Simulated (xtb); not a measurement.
A run for xtb: GFN1-xTB on Ge2H8 (a complex), monomers drawn apart or pushed together.

```
$ xtb mol.xyz --gfn 1 --sp --chrg 0 --uhf 0
10

Ge     0.12721440    -0.06567561     0.38920267
H      0.50711535     0.36237339    -1.03629169
H      1.20839491    -0.99935054     0.95173922
H     -1.22211318    -0.79753565     0.36392592
H      0.01642066     1.17908033     1.28262354
Ge    -0.32986888     0.17014484     7.80785827
H      1.14446755     0.35570130     7.42268820
H     -0.98131615    -0.84235032     6.85396951
H     -1.06238830     1.51530378     7.70139040
H     -0.42401719    -0.35401753     9.24884651
```

The head of its log:

```
[...]
           -------------------------------------------------
          |                Calculation Setup                |
           -------------------------------------------------



molecular fragmentation (1/2 indicates fragments):
1111122222
# atoms in fragment 1/2:     5     5
 fragment masses (1/2) :       76.66       76.66
CMA distance (Bohr)    :  14.053
constraining FC (au)   :  0.0500

           -------------------------------------------------
          |                 G F N 1 - x T B                 |
           -------------------------------------------------

        Reference                      10.1021/acs.jctc.7b00118
      * Hamiltonian:
        H0-scaling (s, p, d)           1.850000    2.250000    2.000000
        zeta-weighting                 0.000000
      * Dispersion:
        s8                             2.400000
        a1                             0.630000
        a2                             5.000000
        s9                             0.000000
      * Repulsion:
        kExp                           1.500000
        rExp                           1.000000
      * Coulomb:
        alpha                          2.000000
        third order                    atomic
        anisotropic                    false
      * Halogen bond correction:
        rad-scale                      1.300000
        damping                        0.440000


          ...................................................
          :                      SETUP                      :
          :.................................................:
          :  # basis functions                  36          :
          :  # atomic orbitals                  34          :
          :  # shells                           22          :
          :  # electrons                        16          :
          :  # halogen bonds                     0          :
          :  max. iterations                   250          :
          :  Hamiltonian                  GFN1-xTB          :
          :  restarted?                      false          :
          :  GBSA solvation                  false          :
          :  PC potential                    false          :
          :  electronic temp.          300.0000000     K    :
          :  accuracy                    1.0000000          :
          :  -> integral cutoff          0.2500000E+02      :
          :  -> integral neglect         0.1000000E-07      :
          :  -> SCF convergence          0.1000000E-05 Eh   :
          :  -> wf. convergence          0.2000000E-04 e    :
          :  Broyden damping             0.4000000          :
          :  net charge                          0          :
          :  unpaired electrons                  0          :
          ...................................................

 iter      E             dE          RMSdq      gap      omega  full diag
   1     -7.3575720 -0.735757E+01  0.493E+00    8.55       0.0  T
   2     -7.6454304 -0.287858E+00  0.139E+00    5.21       1.0  T
```

Give the final energy of this run.

-7.6081 hartree.
